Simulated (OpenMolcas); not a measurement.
**Ionisation energies of iridium**

```
Program             : OpenMolcas 26.06
Basis               : ANO-RCC-VDZP [7s6p4d2f]
Scalar Hamiltonian  : DKH2, point nucleus
Spin-orbit coupling : state interaction with AMFI integrals over the reference wave functions, term energies averaged over their components
```

Active shells in each charge state: the valence d, s shells, with orbitals averaged over the low states. Where CASPT2's correlated closed shells are named, they are those of the first ion.

A. CASSCF
B. SS-CASPT2, IPEA 0.25 Eh, imaginary shift 0.1 Eh (closed shells correlated: 5s 5p)
C. MS-CASPT2, IPEA 0.25 Eh, imaginary shift 0.1 Eh (closed shells correlated: 5s 5p)
D. SS-CASPT2, IPEA 0 Eh, imaginary shift 0.1 Eh (closed shells correlated: 5s 5p)
E. MS-CASPT2, IPEA 0 Eh, imaginary shift 0.1 Eh (closed shells correlated: 5s 5p)

Energies in eV between the lowest computed levels, named as in B; reference values from the NIST Atomic Spectra Database with their kind.

```json
{"From": "Ir 5d⁷ 6s² ⁴F_9/2", "To": "Ir+ 5d⁷ 6s ⁵F₅", "A": "7.060", "B": "9.135", "C": "9.134", "D": "9.159", "E": "9.158", "Spin-orbit share in B": "+0.150", "Reference": "8.967 (measured)"}
{"From": "Ir+ 5d⁷ 6s ⁵F₅", "To": "Ir2+ 5d⁷ ⁴F_9/2", "A": "16.096", "B": "17.370", "C": "17.370", "D": "17.472", "E": "17.472", "Spin-orbit share in B": "-0.312", "Reference": "17.000 (semi-empirical)"}
```

Error against the reference values, in %:

| From | Reference | A | B | C | D | E |
| --- | --- | --- | --- | --- | --- | --- |
| Ir | measured | -21.3 | +1.9 | +1.9 | +2.1 | +2.1 |
| Ir+ | semi-empirical | -5.3 | +2.2 | +2.2 | +2.8 | +2.8 |

Absolute error against the one measured value: A 1.91 eV, B 0.17 eV, C 0.17 eV, D 0.19 eV, E 0.19 eV.

The lowest level within the active space need not be the ion's true ground level.
